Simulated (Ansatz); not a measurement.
`[SiH3]NC[SiH2]Cl`, relaxed with RKS PBE0-D4/def2-TZVP in Ansatz from a PBE-D4/def2-SVP geometry. The force threshold is 0.005 eV/Å; the program also tests the step.

Charge 0, multiplicity 1.

Start:

```xyz
13

Si    1.816    0.762    0.688
N     0.068    0.743    0.654
C    -0.765   -0.453    0.551
Si   -1.273   -0.668   -1.269
Cl   -2.516   -2.329   -1.556
H     2.479    0.272   -0.579
H     2.217    2.191    0.920
H     2.309   -0.123    1.805
H    -0.430    1.625    0.508
H    -0.190   -1.344    0.883
H    -1.654   -0.405    1.220
H    -2.019    0.562   -1.711
H    -0.042   -0.833   -2.113
```

Q: How much energy does the relaxation release, and in how many steps? (Estimate.)

A: The calculation gave: 1.70 kcal/mol, in 25 steps.

Q: Which bonds change most? (An estimate is asked.)

A: Computed: Si4–Cl5 from 2.094 to 2.062 Å; Si1–N2 from 1.749 to 1.721 Å; C3–Si4 from 1.902 to 1.875 Å; Si1–H6 from 1.512 to 1.487 Å.

Q: Give the relaxed structure. (An estimate is asked.)

A: Ansatz gave: 
```xyz
13

Si    1.827    0.808    0.912
N     0.209    0.685    0.337
C    -0.537   -0.565    0.310
Si   -1.468   -0.598   -1.317
Cl   -2.763   -2.201   -1.406
H     2.661   -0.181    0.180
H     2.285    2.195    0.643
H     1.987    0.524    2.370
H    -0.373    1.506    0.367
H     0.163   -1.408    0.321
H    -1.197   -0.705    1.176
H    -2.271    0.645   -1.442
H    -0.521   -0.705   -2.451
```
